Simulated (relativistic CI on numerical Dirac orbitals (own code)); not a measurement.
**Calculated levels, Pb XI**

Computed by Dirac-Coulomb-Breit CI, orbitals from a KLI potential per configuration, model QED, unscaled Slater integrals (own radial code, finite nucleus).

Configurations in the expansion (outside the closed core [Kr] 4d10 4f14): 5s²5p⁶5d⁴, 5s²5p⁶5d³6s, 5s²5p⁶5d³5f, 5s²5p⁵5d⁵, 5s²5p⁶5d³6p, 5s²5p⁶5d³5g, 5s²5p⁶5d²6s6p, 5s²5p⁶5d²5f6s, 5s5p⁶5d⁵, 5s²5p⁶5d³6d, 5s²5p⁶5d³7s, 5s²5p⁶5d³7p, 5s²5p⁶5d³6f, 5s²5p⁶5d²6s², 5s²5p⁶5d5f6s², 5s²5p⁶5d6s²6p, 5s²5p⁶5d5g6s². Double excitations out of closed p, d and f shells are left out; levels of such configurations are missing from the list, as are those of other unlisted configurations, and high levels can miss mixing partners.

The lowest level is 5s²5p⁶5d⁴ ⁵D0, with 47 % of that term; Hund's rules for 5s²5p⁶5d⁴ give ⁵D with J = 0, in agreement.

| No. | Configuration | Term | J | E (cm⁻¹) | % | Next component (%) |
| --- | --- | --- | --- | --- | --- | --- |
| 1 | 5s²5p⁶5d⁴ | ⁵D | 0 | 0 | 47 | 46 ³P |
| 2 | 5s²5p⁶5d⁴ | ⁵D | 1 | 16247 | 76 | 24 ³P |
| 3 | 5s²5p⁶5d⁴ | ⁵D | 2 | 26944 | 81 | 6 ³P |
| 4 | 5s²5p⁶5d⁴ | ⁵D | 3 | 33169 | 67 | 16 ³F |
| 5 | 5s²5p⁶5d⁴ | ³F | 4 | 33722 | 31 | 31 ⁵D |
| 6 | 5s²5p⁶5d⁴ | ⁵D | 0 | 47411 | 50 | 32 ³P |
| 7 | 5s²5p⁶5d⁴ | ³H | 4 | 50442 | 45 | 39 ⁵D |
| 8 | 5s²5p⁶5d⁴ | ³G | 3 | 55437 | 59 | 21 ⁵D |
| 9 | 5s²5p⁶5d⁴ | ³F | 2 | 56128 | 48 | 22 ¹D |
| 10 | 5s²5p⁶5d⁴ | ³H | 5 | 60411 | 72 | 28 ³G |
| 11 | 5s²5p⁶5d⁴ | ³P | 1 | 61663 | 62 | 22 ³D |
| 12 | 5s²5p⁶5d⁴ | ³H | 6 | 64946 | 62 | 38 ¹I |
| 13 | 5s²5p⁶5d⁴ | ³G | 4 | 69630 | 65 | 29 ¹G |
| 14 | 5s²5p⁶5d⁴ | ³D | 2 | 70693 | 43 | 34 ³P |
| 15 | 5s²5p⁶5d⁴ | ³D | 3 | 71802 | 41 | 40 ³F |
| 16 | 5s²5p⁶5d⁴ | ³F | 4 | 78540 | 42 | 25 ⁵D |
| 17 | 5s²5p⁶5d⁴ | ³F | 3 | 84747 | 47 | 23 ³G |
| 18 | 5s²5p⁶5d⁴ | ¹D | 2 | 85245 | 34 | 32 ³P |
| 19 | 5s²5p⁶5d⁴ | ³G | 5 | 90664 | 72 | 28 ³H |
| 20 | 5s²5p⁶5d⁴ | ³D | 1 | 91250 | 75 | 17 ³P |
| 21 | 5s²5p⁶5d⁴ | ¹I | 6 | 93574 | 62 | 38 ³H |
| 22 | 5s²5p⁶5d⁴ | ³F | 4 | 97409 | 51 | 37 ¹G |
| 23 | 5s²5p⁶5d⁴ | ³P | 2 | 100066 | 61 | 23 ³D |
| 24 | 5s²5p⁶5d⁴ | ¹S | 0 | 101827 | 62 | 36 ³P |
| 25 | 5s²5p⁶5d⁴ | ¹F | 3 | 105760 | 50 | 28 ³D |
| 26 | 5s²5p⁶5d⁴ | ³F | 2 | 107651 | 49 | 39 ³P |
| 27 | 5s²5p⁶5d⁴ | ³F | 3 | 122931 | 73 | 24 ¹F |
| 28 | 5s²5p⁶5d⁴ | ¹G | 4 | 123242 | 53 | 33 ³F |
| 29 | 5s²5p⁶5d⁴ | ³P | 1 | 123469 | 96 | 3 ³D |
| 30 | 5s²5p⁶5d⁴ | ¹D | 2 | 125289 | 45 | 27 ³F |
| 31 | 5s²5p⁶5d⁴ | ³P | 0 | 127860 | 68 | 30 ¹S |
| 32 | 5s²5p⁶5d⁴ | ¹G | 4 | 129871 | 51 | 38 ³F |
| 33 | 5s²5p⁶5d⁴ | ¹D | 2 | 151599 | 80 | 9 ³D |
| 34 | 5s²5p⁶5d⁴ | ¹S | 0 | 186253 | 82 | 17 ³P |
| 35 | 5d³(4F)6s | ⁵F | 1 | 332682 | 77 | 20 ³D |
| 36 | 5d³(4F)6s | ⁵F | 2 | 338136 | 61 | 17 ³D |
| 37 | 5d³(4F)6s | ⁵F | 3 | 353148 | 85 | 7 ³F |
| 38 | 5d³(4F)6s | ⁵F | 2 | 359699 | 31 | 28 ³F |
| 39 | 5d³(4F)6s | ⁵F | 4 | 363163 | 73 | 19 ³G |
| 40 | 5d³(4P)6s | ⁵P | 1 | 366685 | 60 | 30 ³P |
| 41 | 5d³(4F)6s | ³F | 2 | 368036 | 43 | 37 ⁵P |
| 42 | 5d³(4F)6s | ⁵F | 5 | 368749 | 44 | 38 ³G |
| 43 | 5d³(4F)6s | ³F | 3 | 373527 | 46 | 46 ³G |
| 44 | 5d³(2H)6s | ³H | 4 | 376534 | 44 | 22 ¹G |
| 45 | 5d³(2P)6s | ¹P | 1 | 377336 | 32 | 31 ³P |

Energies count from the lowest computed level. Percentages are summed over parent terms; the parents shown are those of the largest component, closed shells are left out there.

The mean weight of the leading LS term, summed over parents, in these 45 levels is 58 %, and that of the leading jj configuration (from the same eigenvectors) 77 %, so jj coupling describes them better and the LS labels are nominal.

At this charge energies of transitions that change n are usually good to better than 1 %, and those within a shell (Δn = 0) to a few per cent. Terms inside the open d or f shell come out 10 to 20 % too wide with unscaled integrals. Levels and lines within the n = 5 or 6 shells can be off by up to 10 % or somewhat more, and those that change n by about 2 %, since core polarisation is missing.

LS names give the leading component of a level, which can be under half, so a name can repeat, a term be missing and a line seem to break the LS rules.
